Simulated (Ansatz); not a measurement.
`CB(F)CI` + NH₃ → `CB(N)F` + `CI` at 500 K and 1 bar (ligand exchange at a B–C bond).

Calculated with Ansatz (gas phase, PBE0-D4/def2-TZVP geometries, no zero-point term in ΔE). CCSD(T)/CBS adds triple-zeta CCSD(T) − MP2 to the extrapolated MP2 energy (def2 sets, frozen cores). This one scheme is used for every species. Elements past krypton have def2 core potentials. For I outer-core shells are correlated without core-valence functions, which leaves a few kJ/mol of doubt a bond. Each species was taken in one conformer, which may not be the lowest.

```
  species  CCSD(T)/CBS energy (Eh)  H − E (kJ/mol)  S (J/(mol·K))
`CB(F)CI`               -501.22393           230.1          417.5
      NH₃                -56.50880           108.2          211.8
 `CB(N)F`               -220.47660           222.0          346.2
     `CI`               -337.29646           117.2          279.4
```

H − E and S are ideal-gas, rigid-rotor, harmonic terms from PBE0-D4/def2-TZVP, for one conformer and one mirror image of each species. 1 Eh = 2625.50 kJ/mol, R = 8.31446 J/(mol·K).

**Question.** By hand: ΔE, ΔH, ΔS and ΔG.

**Answer.** ΔE = (-220.47660) + (-337.29646) − (-501.22393) − (-56.50880) = -0.04033 Eh = -105.9 kJ/mol. Δ(H − E) = 222.0 + 117.2 − 230.1 − 108.2 = 0.9, so ΔH = -105.0 kJ/mol. ΔS = 346.2 + 279.4 − 417.5 − 211.8 = -3.7 J/(mol·K). ΔG = -105.0 − 500 × (-3.7)/1000 = -103.2 kJ/mol.

**Question.** By hand: the equilibrium constant, and the temperature at which ΔG would vanish if ΔH and ΔS stayed fixed.

**Answer.** log₁₀ K = −ΔG/(RT ln 10) = 10.8. ΔG = 0 at ΔH/ΔS = 28378 K, far beyond where these terms or the molecules hold.

The number of gas molecules stays the same, so ΔS is small and ΔH decides. A doubt of 5 kJ/mol in ΔE shifts log₁₀ K by 0.5 here. Other conformers and mirror images would add mixing entropy, several J/(mol·K) or more a flexible species. These are equilibria of isolated gas molecules and say nothing of rates. Largest T1 diagnostic: 0.011 (customary marks: 0.02 for closed shells, 0.045 for open ones).
